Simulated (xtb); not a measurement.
Br$_{2}$, charge -1, doublet, geometry from GFN2-xTB (a state made from the parent by changing its charge; the spin is typed, not shown lowest), atoms displaced at random by about 0.05 Å a coordinate; GFN1-xTB (xtb).

xtb was given this input:
```
$ xtb mol.xyz --gfn 1 --chrg -1 --uhf 1 --opt tight --json

# file mol.xyz
2

Br     0.03499120    -0.01735124    -1.49932663
Br     0.06403696    -0.06623961     1.47259325
```

### Question
Predict the main parts of the log of this xtb run.

### Answer

```
   ID    Z sym.   atoms
    1   35 Br     1, 2

           -------------------------------------------------
          |                Calculation Setup                |
           -------------------------------------------------

           -------------------------------------------------
          |                 G F N 1 - x T B                 |
           -------------------------------------------------

          ...................................................
          :                      SETUP                      :
          :.................................................:
          :  # basis functions                  20          :
          :  # atomic orbitals                  18          :
          :  # shells                            6          :
          :  # electrons                        15          :
          :  # halogen bonds                     0          :
          :  max. iterations                   250          :
          :  Hamiltonian                  GFN1-xTB          :
          :  restarted?                      false          :
          :  GBSA solvation                  false          :
          :  PC potential                    false          :
          :  electronic temp.          300.0000000     K    :
          :  accuracy                    1.0000000          :
          :  -> integral cutoff          0.2500000E+02      :
          :  -> integral neglect         0.1000000E-07      :
          :  -> SCF convergence          0.1000000E-05 Eh   :
          :  -> wf. convergence          0.2000000E-04 e    :
          :  Broyden damping             0.4000000          :
          :  net charge                         -1          :
          :  unpaired electrons                  1          :
          ...................................................

 iter      E             dE          RMSdq      gap      omega  full diag
   1     -7.9235865 -0.792359E+01  0.188E+00    8.07       0.0  T
   2     -7.9235865 -0.292159E-07  0.113E+00    8.06       1.0  T
   3     -7.9235865 -0.164134E-07  0.542E-04    8.06     130.6  T
   4     -7.9235865  0.177636E-14  0.322E-04    8.06     219.6  T
   5     -7.9235865  0.355271E-14  0.487E-11    8.06  100000.0  T
   6     -7.9235865 -0.888178E-15  0.152E-11    8.06  100000.0  T

   *** convergence criteria satisfied after 6 iterations ***

         :::::::::::::::::::::::::::::::::::::::::::::::::::::
         ::                     SUMMARY                     ::
         :::::::::::::::::::::::::::::::::::::::::::::::::::::
         :: total energy              -7.923953702043 Eh    ::
         :: gradient norm              0.003346431748 Eh/a0 ::
         :: HOMO-LUMO gap              8.056380211388 eV    ::
         ::.................................................::
         :: SCC energy                -7.923586495888 Eh    ::
         :: -> electrostatic           0.204116306575 Eh    ::
         :: repulsion energy           0.000046659212 Eh    ::
         :: dispersion energy         -0.000413865368 Eh    ::
         :: halogen bond corr.         0.000000000000 Eh    ::
         :: add. restraining           0.000000000000 Eh    ::
         :: total charge              -0.999999999304 e     ::
         :::::::::::::::::::::::::::::::::::::::::::::::::::::

      -----------------------------------------------------------
     |                   =====================                   |
     |                        A N C O P T                        |
     |                   =====================                   |
     |               Approximate Normal Coordinate               |
     |                Rational Function Optimizer                |
      -----------------------------------------------------------
      -----------------------------------------------------------
     |                   =====================                   |
     |                        A N C O P T                        |
[...]
 * total energy  :    -7.9239537 Eh     change        0.1776357E-14 Eh
 * total energy  :    -7.9218959 Eh     change        0.2057831E-02 Eh
 * total energy  :    -7.9240645 Eh     change       -0.2168585E-02 Eh
 * total energy  :    -7.9240654 Eh     change       -0.9147633E-06 Eh
   *** GEOMETRY OPTIMIZATION CONVERGED AFTER 4 ITERATIONS ***
[...]

         :::::::::::::::::::::::::::::::::::::::::::::::::::::
         ::                     SUMMARY                     ::
         :::::::::::::::::::::::::::::::::::::::::::::::::::::
         :: total energy              -7.924065370952 Eh    ::
         :: gradient norm              0.000009308308 Eh/a0 ::
         :: HOMO-LUMO gap              7.925743255634 eV    ::
         ::.................................................::
         :: SCC energy                -7.923719016224 Eh    ::
         :: -> electrostatic           0.204822991071 Eh    ::
         :: repulsion energy           0.000068791572 Eh    ::
         :: dispersion energy         -0.000415146301 Eh    ::
         :: halogen bond corr.         0.000000000000 Eh    ::
         :: add. restraining           0.000000000000 Eh    ::
         :: total charge              -0.999999999876 e     ::
         :::::::::::::::::::::::::::::::::::::::::::::::::::::

           -------------------------------------------------
          |                Property Printout                |
           -------------------------------------------------

    * Orbital Energies and Occupations

         #    Occupation            Energy/Eh            Energy/eV
      -------------------------------------------------------------
         1        2.0000           -0.2965883              -8.0706
         2        2.0000           -0.2938178              -7.9952
         3        2.0000           -0.0902262              -2.4552
         4        2.0000           -0.0637314              -1.7342
         5        2.0000           -0.0637314              -1.7342
         6        2.0000           -0.0497686              -1.3543
         7        2.0000           -0.0497686              -1.3543
         8        1.0000           -0.0126599              -0.3445 (HOMO)
         9                          0.2786058               7.5812 (LUMO)
        10                          0.2786058               7.5812
        11                          0.2930364               7.9739
        12                          0.2930364               7.9739
        13                          0.2941221               8.0035
        14                          0.3049952               8.2993
        15                          0.3049952               8.2993
        16                          0.3367316               9.1629
        17                          0.3367316               9.1629
        18                          0.3858845              10.5005
      -------------------------------------------------------------
                  HL-Gap            0.2912657 Eh            7.9257 eV
             Fermi-level            0.0510440 Eh            1.3890 eV

  Mulliken/CM5 charges         n(s)   n(p)   n(d)
     1Br   -0.50000 -0.50000   2.000  5.473  0.027
     2Br   -0.50000 -0.50000   2.000  5.473  0.027

Wiberg/Mayer (AO) data.
largest (>0.10) Wiberg bond orders for each atom

 ---------------------------------------------------------------------------
     #   Z sym  total        # sym  WBO       # sym  WBO       # sym  WBO
 ---------------------------------------------------------------------------
     1  35 Br   0.589 --     2 Br   0.589
     2  35 Br   0.589 --     1 Br   0.589
 ---------------------------------------------------------------------------

Topologies differ in total number of bonds
Writing topology from bond orders to xtbtopo.mol

 dipole moment from electron density (au)
     X       Y       Z
  -0.0936   0.0790   0.0253  total (Debye):    0.318

optimized geometry written to: xtbopt.xyz

           -------------------------------------------------
          | TOTAL ENERGY               -7.924065370952 Eh   |
          | GRADIENT NORM               0.000009308308 Eh/α |
          | HOMO-LUMO GAP               7.925743255634 eV   |
           -------------------------------------------------

normal termination of xtb
```
